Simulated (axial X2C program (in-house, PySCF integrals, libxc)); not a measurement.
**Nuclear properties of TiSe⁻**

Calculated with an axial X2C code built on PySCF integrals: two-component X2C with atomic mean-field Coulomb and Gaunt terms, Gaussian nuclei, basis Se dyall-acv3z, Ti dyall-acv3z with contracted cores.

R = 2.272 Å (near the PBE0 minimum at charge -1 of the determinant lowest at the starting distance; the state shown can have its own minimum elsewhere).

Determinant lowest in the PBE0 search, Ω = 3/2 (⟨Sz⟩ = -0.50, ⟨Lz⟩ = 2.00 at PBE0), spin on the atoms Se 0.14, Ti -0.64:

```json
{"level": "PBE0", "Eeff magnitude (GV/cm)": "0.984", "Ws magnitude Se (kHz)": "0.213", "Ws magnitude Ti (kHz)": "0.0671", "A∥/gI Se (MHz)": "21.6", "qzz Se (a.u.)": "-0.75", "A∥/gI Ti (MHz)": "199", "qzz Ti (a.u.)": "-0.68"}
{"level": "HF", "Eeff magnitude (GV/cm)": "1.78", "Ws magnitude Se (kHz)": "0.388", "Ws magnitude Ti (kHz)": "0.114", "A∥/gI Se (MHz)": "66.2", "qzz Se (a.u.)": "-0.48", "A∥/gI Ti (MHz)": "239", "qzz Ti (a.u.)": "-1.02"}
{"level": "TPSSh", "Eeff magnitude (GV/cm)": "0.858", "Ws magnitude Se (kHz)": "0.182", "Ws magnitude Ti (kHz)": "0.0605", "A∥/gI Se (MHz)": "20", "qzz Se (a.u.)": "-0.85", "A∥/gI Ti (MHz)": "204", "qzz Ti (a.u.)": "-0.74"}
{"level": "B3LYP", "Eeff magnitude (GV/cm)": "0.854", "Ws magnitude Se (kHz)": "0.18", "Ws magnitude Ti (kHz)": "0.0612", "A∥/gI Se (MHz)": "29", "qzz Se (a.u.)": "-0.66", "A∥/gI Ti (MHz)": "220", "qzz Ti (a.u.)": "-0.62"}
{"level": "BHandHLYP", "Eeff magnitude (GV/cm)": "1.29", "Ws magnitude Se (kHz)": "0.266", "Ws magnitude Ti (kHz)": "0.0961", "A∥/gI Se (MHz)": "49.2", "qzz Se (a.u.)": "-0.36", "A∥/gI Ti (MHz)": "235", "qzz Ti (a.u.)": "-0.77"}
```

Eeff is the effective electric field on the electron electric dipole moment in this Ω state and Ws the scalar–pseudoscalar constant of the nucleus named (defined with the proton number Z and per Ω); A∥ (defined per Ω) follows by multiplying with gI = μI/(I μN); qzz is the electric field gradient, eQq0 = 234.96 MHz × Q/barn × qzz. The operators were transformed with the bare-nucleus X2C matrices; with these basis sets, hyperfine constants and field gradients can be off by tens of per cent, and where levels differ in sign neither size nor sign is settled.

With gI(47Ti) = -0.3154, Q(47Ti) = 0.302 barn (g factors from the IAEA table of nuclear moments by Stone; Q from Pyykkö, Mol. Phys. 2018), turn the PBE0 values of the first state into constants in MHz.

A∥(47Ti) = 199 × -0.3154 = -62.8 MHz; eQq0(47Ti) = 234.96 × (0.302) × (-0.68) = -48.3 MHz.

Each state is one determinant with collinear spin. Unrestricted Hartree–Fock can overshoot spin polarisation at the nuclei. For an anion, determinants above electron detachment, or with a positive highest level, are held by the basis set. Where Eeff spreads by more than a factor of two the levels disagree and none is to be relied on. States lie within half an eV, so the first need not be the ground state. Further determinants of the search, some of them spin-mixed, are not shown. Where a field gradient or hyperfine factor spreads by more than a factor of two over the levels, a constant derived from it is not to be relied on.
